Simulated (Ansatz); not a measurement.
Molecule: HgBr$_{2}$ (charge -1, doublet). The spin state was set by rule; other spins were not relaxed. 
Geometry from a B3LYP-D3(BJ)/def2-TZVP (Ansatz, a program for electronic structure) optimisation:
```xyz
3

Hg    -0.0106    -0.2032    -0.2608
Br    -0.2559     2.3714    -1.3577
Br     0.2802    -1.9071     1.9537
```
Charge -1, spin multiplicity 2.

Total electronic energies in hartree. Cores are frozen in the correlated levels unless marked. UHF or UKS for open shells. No spin-orbit coupling. Frozen are the shells of the preceding noble gas and the d and f shells that filled before the atom's block. In def2 rows, elements after Kr have scalar-relativistic effective core potentials. Basis-set limits of correlation are two-point, X^-3; Hartree-Fock from the larger set. The bracket is a focal-point correction in the basis named.

```csv
level,program,energy (Eh)
HF/def2-SVP,Ansatz,-5296.84921
HF/def2-SVPD,Ansatz,-5296.87140
HF/def2-QZVPPD,Ansatz,-5297.59694
RI-HF/def2-QZVPP,Ansatz,-5297.59611
BLYP-D3(BJ)/def2-TZVPD,Ansatz + dftd3,-5301.99883
revPBE-D4/def2-TZVPD,Ansatz + dftd4,-5301.60218
B3LYP-D3(BJ)/def2-TZVPD,Ansatz + dftd3,…
PBE0/def2-QZVPP,Ansatz,-5301.46033
r2SCANh/def2-TZVPD,Ansatz,-5301.96975
r2SCAN0/def2-TZVPD,Ansatz,-5301.93320
CAM-B3LYP-D4/def2-TZVPD,Ansatz + dftd4,-5302.16828
RI-MP2/def2-TZVPPD,Ansatz,-5298.25673
CCSD/def2-SVPD,Ansatz,-5297.43166
CCSD/def2-TZVPP,Ansatz,-5298.24465
"RI-MP2/CBS(def2-TZVPPD,def2-QZVPPD)+[CCSD(T)-MP2]/def2-SVPD",Ansatz,-5298.4835
```

Task: Fill in the missing entries.

Result: 
- B3LYP-D3(BJ)/def2-TZVPD, energy (Eh): -5302.07944
